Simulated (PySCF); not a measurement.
Planning a geometry optimisation on `FC1(F)[SiH2]C[SiH2]1`.

Method: PBE0-D3(BJ)/def2-SVP geometry optimisation, gas phase (PySCF 2.14.0). Work: geometry optimisation from a GFN2-xTB start shaken at random, density fitting. A driver script takes a list of jobs; this job's settings line and coordinates (Å) are shown.

Command:
```bash
OMP_NUM_THREADS=1 python probes_run.py task.json out
```

Input:
```
{"job": {"xc": "PBE0", "basis": "def2-SVP", "d3": "d3bj", "grid": 1, "shake": 0.01, "kind": "geom"}, "charge": 0, "multiplicity": 1}
F      1.693660    -0.465830     1.644530
C      1.180710    -0.301540     0.355490
F      2.257810    -0.551580    -0.455810
Si     0.314470     1.402340     0.002150
C     -1.260930     0.308710    -0.393940
Si    -0.401450    -1.365710    -0.047200
H      0.194080     2.224940     1.203900
H      0.877900     2.108190    -1.138050
H     -1.628620     0.429700    -1.381570
H     -2.113750     0.508400     0.272670
H     -0.883700    -2.103860     1.133440
H     -0.190510    -2.222030    -1.204630
```

Hardware: an Arm Neoverse V1 with one thread, on a shared host. PySCF's memory limit was set to 1760 MB.

Problem. How large is the basis?

Solution. 122 functions.

Problem. How long does the run take?

Solution. About 41 s. The run took 7 energy-and-gradient evaluations and 46 SCF cycles, 5.9 s an evaluation on average.

Problem. Estimate the peak memory.

Solution. About 0.51 GiB. Peak memory is the resident size of the whole Python process, interpreter and libraries included.

Other jobs ran on the host; a repeat could differ by tens of per cent or more.

The run converged: final energy -857.54875 Eh after 6 steps; dipole 2.48 D.
